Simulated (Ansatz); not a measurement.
Reaction (cleavage of the Si–Si bond): `F[SiH](F)[Si](F)(F)F` + `O[SiH2]O` → `O[SiH2]O[SiH](F)F` + `F[SiH](F)F`

Gas-phase electronic energies from Ansatz, PBE0-D4/def2-TZVP geometries. CCSD(T)/CBS adds triple-zeta CCSD(T) − MP2 to the extrapolated MP2 energy (def2 sets, frozen cores). DFT in def2-TZVPP. Each species was taken in one conformer, which may not be the lowest.

```
             level  ΔE (kJ/mol)
            PBE-D4       -141.7
            B2PLYP       -176.2
            r2SCAN       -168.9
     HF/def2-TZVPP       -201.5
CCSD(T)/def2-TZVPP       -178.2
      HF/CBS(def2)       -204.8
     MP2/CBS(def2)       -183.2
    CCSD/CBS(def2)       -180.4
```

Question: What does CCSD(T)/CBS give? (Estimate.)

Answer: Computed: -176.8 kJ/mol. The listed levels differ from it by 35.1, 0.6, 7.9, -24.7, -1.4, -28.0, -6.4, -3.6 kJ/mol.

Largest T1 diagnostic among the species: 0.013.

In def2-TZVPP, CCSD(T) changes the Hartree–Fock value by +23.3 kJ/mol (the triples alone add +3.7 kJ/mol) and MP2 by +16.9 kJ/mol. From PBE to PBE0 (25 % exact exchange), in def2-TZVPP and without D4, ΔE moves by −14.5 kJ/mol.
